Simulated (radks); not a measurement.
Results of a calculation; reference values are marked as such.
Task: Valence configurations of Ag3+ (all share [Kr]). Code: a radial shooting solver on a logarithmic mesh with Libxc functionals. Model: scalar-relativistic Kohn-Sham, r2SCAN, spin-polarised, spherical densities, finite nucleus; open shells are filled with parallel spins first (spin-orbit coupling, left out, can overturn this in heavy ions); meta-GGA in the generalised Kohn-Sham scheme; Fermi nuclear charge, rms radius 4.5454 fm. Order these by energy: 4d8; 4d6.5 5s1.5; 4d6 5p2; 4d6 5s1 5p1; 4d5 5s2 5p1; 4d7 5s1; 4d7.5 5p0.5; 4d7 5p1; 4d6 5s2; 4d7.5 5s0.5.

Result: From the lowest, in eV above it: 4d8 0.000; 4d7.5 5s0.5 5.947; 4d7.5 5p0.5 10.069; 4d7 5s1 11.897; 4d6.5 5s1.5 19.644; 4d7 5p1 20.470; 4d6 5s2 27.417; 4d6 5s1 5p1 33.349; 4d6 5p2 42.487; 4d5 5s2 5p1 51.776. NIST lists [Kr] 4d8 as the ground configuration; this level of theory agrees among the configurations tried. The energies are those of spherical high-spin densities, not of single terms.
